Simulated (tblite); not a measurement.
Species: C₂H₁₀F₂Ge₂Si.
Numbering: `[CH3:1][Ge@:2]([GeH3:3])([CH2:4][F:5])[SiH2:6][F:7]` (hydrogens: H8, H9, H10 on C1; H11, H12, H13 on Ge3; H14, H15 on C4; H16, H17 on Si6)

Computed with GFN2-xTB (tblite), gas phase: L-BFGS steps from a force-field or distance-geometry start until the largest atomic force falls under 0.01 eV/Å.

Step 230: E = -666.5327 eV
```
atom  x, y, z in Å  |  force x, y, z in eV/Å
C1      0.9836   -0.7864   -1.6525    0.002  -0.019  -0.024
Ge2     0.0796   -0.0671   -0.0266    0.015  -0.012  -0.021
Ge3    -2.2218   -0.8245   -0.1012   -0.038   0.010   0.035
C4     -0.0440    1.9236   -0.3123   -0.015  -0.023  -0.037
F5      0.4770    2.5215    0.8294   -0.039   0.016   0.004
Si6     1.3211   -0.2520    1.9688    0.042  -0.015  -0.012
F7      1.8319   -1.7844    1.9918   -0.011   0.013   0.021
H8      1.2182   -1.8421   -1.5347   -0.026   0.025   0.016
H9      0.3396   -0.6795   -2.5251    0.046   0.009   0.037
H10     1.9146   -0.2570   -1.8423   -0.014   0.003  -0.006
H11    -2.4728   -2.1514   -0.7598    0.017   0.013   0.012
H12    -3.0970    0.1369   -0.8638   -0.008  -0.009  -0.009
H13    -2.9059   -0.9329    1.2342    0.005  -0.019  -0.017
H14     0.5480    2.2966   -1.1492    0.001  -0.004  -0.024
H15    -1.0702    2.2820   -0.4181    0.019   0.055   0.022
H16     0.5429   -0.1016    3.1910    0.001  -0.020  -0.006
H17     2.5482    0.5303    1.9606    0.001  -0.022   0.010
```

Step 231: E = -666.5334 eV
```
atom  x, y, z in Å  |  force x, y, z in eV/Å
C1      0.9824   -0.7826   -1.6503    0.019  -0.014   0.003
Ge2     0.0791   -0.0640   -0.0248   -0.002  -0.033  -0.009
Ge3    -2.2209   -0.8261   -0.1013   -0.011   0.009   0.026
C4     -0.0462    1.9245   -0.3125   -0.013   0.008  -0.039
F5      0.4811    2.5308    0.8229   -0.058  -0.009  -0.027
Si6     1.3216   -0.2522    1.9694    0.028  -0.028  -0.017
F7      1.8198   -1.7884    2.0023   -0.016   0.012   0.018
H8      1.1948   -1.8431   -1.5453   -0.022  -0.015   0.033
H9      0.3523   -0.6528   -2.5280    0.007   0.023   0.000
H10     1.9257   -0.2717   -1.8230    0.015   0.026  -0.016
H11    -2.4644   -2.1517   -0.7626    0.015  -0.001  -0.001
H12    -3.1013    0.1321   -0.8593   -0.014   0.000  -0.013
H13    -2.9015   -0.9476    1.2322   -0.010  -0.013   0.010
H14     0.5397    2.2929   -1.1555    0.010   0.001  -0.020
H15    -1.0735    2.2812   -0.4175    0.029   0.056   0.040
H16     0.5488   -0.0852    3.1924   -0.004  -0.020   0.000
H17     2.5556    0.5161    1.9510    0.027  -0.001   0.012
```

Step 232: E = -666.5339 eV
```
atom  x, y, z in Å  |  force x, y, z in eV/Å
C1      0.9824   -0.7785   -1.6478    0.049  -0.040  -0.061
Ge2     0.0807   -0.0617   -0.0222   -0.033  -0.043   0.003
Ge3    -2.2174   -0.8310   -0.1008    0.013   0.007   0.009
C4     -0.0506    1.9248   -0.3139   -0.025   0.018  -0.057
F5      0.4849    2.5402    0.8115   -0.039  -0.010  -0.007
Si6     1.3216   -0.2501    1.9724    0.058  -0.018  -0.020
F7      1.7933   -1.7945    2.0199   -0.019   0.020   0.021
H8      1.1552   -1.8508   -1.5640   -0.033   0.080   0.019
H9      0.3693   -0.6037   -2.5332    0.065  -0.001   0.071
H10     1.9478   -0.2958   -1.7935   -0.049  -0.018  -0.019
H11    -2.4507   -2.1526   -0.7721    0.011  -0.007  -0.004
H12    -3.1048    0.1256   -0.8515   -0.019   0.005  -0.012
H13    -2.8935   -0.9695    1.2313   -0.024  -0.012   0.031
H14     0.5246    2.2893   -1.1658    0.021   0.006  -0.022
H15    -1.0792    2.2794   -0.4112    0.018   0.049   0.037
H16     0.5586   -0.0545    3.1976    0.002  -0.021  -0.010
H17     2.5708    0.4955    1.9334    0.003  -0.013   0.022
```

**Question.** Estimate the geometry and energy of step 233. (The exact step hangs on the optimiser's Hessian estimate; all steps are aligned on step 232, rigid shifts and turns removed.)

**Answer.** E = -666.5347 eV, largest force 0.099 eV/Å
```
atom  x, y, z in Å  |  force x, y, z in eV/Å
C1      0.9794   -0.7792   -1.6489    0.009  -0.053   0.032
Ge2     0.0822   -0.0585   -0.0229   -0.052  -0.039   0.027
Ge3    -2.2165   -0.8290   -0.0973    0.034  -0.009  -0.010
C4     -0.0473    1.9280   -0.3155   -0.060   0.022  -0.059
F5      0.4789    2.5435    0.8126    0.004   0.000   0.023
Si6     1.3205   -0.2505    1.9737    0.084   0.017  -0.050
F7      1.7931   -1.7935    2.0179   -0.009  -0.014   0.020
H8      1.1525   -1.8494   -1.5628   -0.023   0.022   0.029
H9      0.3642   -0.6077   -2.5284   -0.013   0.017  -0.034
H10     1.9400   -0.2974   -1.8005    0.062   0.035  -0.025
H11    -2.4389   -2.1523   -0.7696    0.008  -0.008  -0.002
H12    -3.1062    0.1195   -0.8543   -0.025   0.014  -0.009
H13    -2.8948   -0.9734    1.2320   -0.029  -0.007   0.039
H14     0.5324    2.2908   -1.1645    0.037   0.015  -0.029
H15    -1.0735    2.2882   -0.4167    0.002   0.022   0.014
H16     0.5558   -0.0623    3.1974   -0.011  -0.012   0.011
H17     2.5713    0.4953    1.9380   -0.021  -0.023   0.025
```

The energy changes by -0.0008 eV. The first-order estimate −F·Δx gives -0.0017 eV and the mean of the old and new forces, exact on a quadratic surface, -0.0008 eV. The step makes an angle of 74° with the force vector and moves no atom by more than 0.012 Å.

What follows is the cost of the whole relaxation. Time: 4.0 s wall. Hardware: one thread of an Arm Neoverse N1, shared host with 64 logical CPUs at a one-minute load of 62.
